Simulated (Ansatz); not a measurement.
N-butyl-N-methylpyrrolidinium cyclic bis(sulfonyl)imide, `CCCC[N+]1(C)CCCC1.O=S1(=O)[N-]S(=O)(=O)C(F)(F)C(F)(F)C1(F)F`, relaxed as a singlet with RKS PBE-D4/def2-SVP in Ansatz, starting from the GFN2-xTB geometry. Force threshold 0.03 eV/Å.

Single mean-field runs in def2-SVP are fitted with def2-universal-jkfit.

Start:

```xyz
46

C    -4.5956    1.0850   -0.3946
C    -3.3793    0.1922   -0.6076
C    -2.4468    0.2268    0.6064
C    -1.2738   -0.7183    0.3706
N    -0.3386   -0.8804    1.5183
C     0.1527    0.4349    1.9670
C     0.8273   -1.7199    1.0941
C     1.1545   -2.5942    2.2947
C    -0.2385   -2.9403    2.8070
C    -0.9819   -1.6155    2.6562
H    -5.1830    0.7443    0.4573
H    -5.2303    1.0709   -1.2762
H    -4.2866    2.1113   -0.2143
H    -3.7121   -0.8320   -0.7917
H    -2.8168    0.5331   -1.4770
H    -3.0100   -0.0486    1.5031
H    -2.0865    1.2482    0.7146
H    -0.6953   -0.3399   -0.4744
H    -1.6517   -1.7123    0.1169
H     0.5404    0.9822    1.1050
H     0.9674    0.2988    2.6744
H    -0.6496    0.9995    2.4357
H     0.5304   -2.3369    0.2456
H     1.6517   -1.0881    0.7737
H     1.7224   -2.0405    3.0424
H     1.7284   -3.4701    2.0060
H    -0.6855   -3.7108    2.1786
H    -0.2444   -3.2900    3.8366
H    -0.8783   -1.0205    3.5631
H    -2.0419   -1.7605    2.4588
O     3.1239    0.8150    0.7131
S     2.7291    0.5663   -0.6410
O     3.0175   -0.7327   -1.1554
N     1.2306    1.0387   -0.8163
S     0.5838    0.8577   -2.2515
O    -0.7434    1.3879   -2.2336
O     0.7485   -0.4474   -2.8004
C     1.6195    2.0623   -3.2668
F     1.2130    2.0407   -4.5507
F     1.3483    3.2962   -2.7956
C     3.1169    1.7551   -3.1704
F     3.3365    0.5192   -3.6627
F     3.8338    2.5947   -3.9674
C     3.6263    1.8139   -1.7264
F     4.9538    1.5938   -1.6801
F     3.4130    3.0300   -1.1853
```

**Question.** Estimate the energy that the relaxation releases and the steps that it takes.

**Answer.** 26.0 kcal/mol, in 18 steps; 61 s on 2 threads of AMD EPYC 7R13 on a shared host and a share (18 GiB) of an NVIDIA H100 80GB HBM3. No frequencies were taken in this run, so the end may be a saddle point.

**Question.** Does the start keep its bonding and symmetry?

**Answer.** By distances, no bond broke or formed. The bond that changes most is N34–S35, from 1.58 to 1.65 Å (atoms count from 1).

**Question.** Predict the relaxed structure.

**Answer.** 
```xyz
46

C    -3.987    0.951   -1.110
C    -2.993   -0.182   -0.856
C    -2.118    0.080    0.380
C    -0.966   -0.911    0.450
N    -0.193   -0.922    1.770
C     0.117    0.472    2.237
C     1.112   -1.730    1.583
C     1.113   -2.772    2.695
C    -0.378   -3.074    2.882
C    -0.985   -1.678    2.838
H    -4.644    1.130   -0.233
H    -4.638    0.726   -1.978
H    -3.440    1.890   -1.331
H    -3.523   -1.154   -0.733
H    -2.329   -0.284   -1.739
H    -2.750    0.039    1.296
H    -1.711    1.111    0.310
H    -0.228   -0.694   -0.346
H    -1.314   -1.955    0.309
H     0.584    1.037    1.405
H     0.807    0.400    3.096
H    -0.823    0.962    2.547
H     1.067   -2.186    0.577
H     1.965   -1.026    1.571
H     1.544   -2.360    3.631
H     1.715   -3.658    2.416
H    -0.762   -3.700    2.049
H    -0.619   -3.595    3.829
H    -0.824   -1.152    3.799
H    -2.061   -1.627    2.589
O     3.118    0.607    0.503
S     2.365    0.539   -0.775
O     2.067   -0.799   -1.349
N     1.090    1.555   -0.621
S     0.108    1.783   -1.924
O    -0.896    2.797   -1.540
O    -0.322    0.542   -2.616
C     1.309    2.621   -3.131
F     0.690    2.781   -4.319
F     1.637    3.830   -2.631
C     2.611    1.792   -3.360
F     2.292    0.645   -3.999
F     3.430    2.526   -4.165
C     3.419    1.435   -2.074
F     4.454    0.641   -2.419
F     3.891    2.567   -1.514
```
Bond lengths: 8 × C–C 1.52 to 1.56 Å; 6 × C–F 1.35 to 1.36 Å; 4 × C–N 1.50 to 1.55 Å; 4 × O–S 1.48 to 1.49 Å; 2 × C–S 1.90 Å; 2 × N–S 1.64 to 1.65 Å; 20 × C–H 1.10 to 1.11 Å.
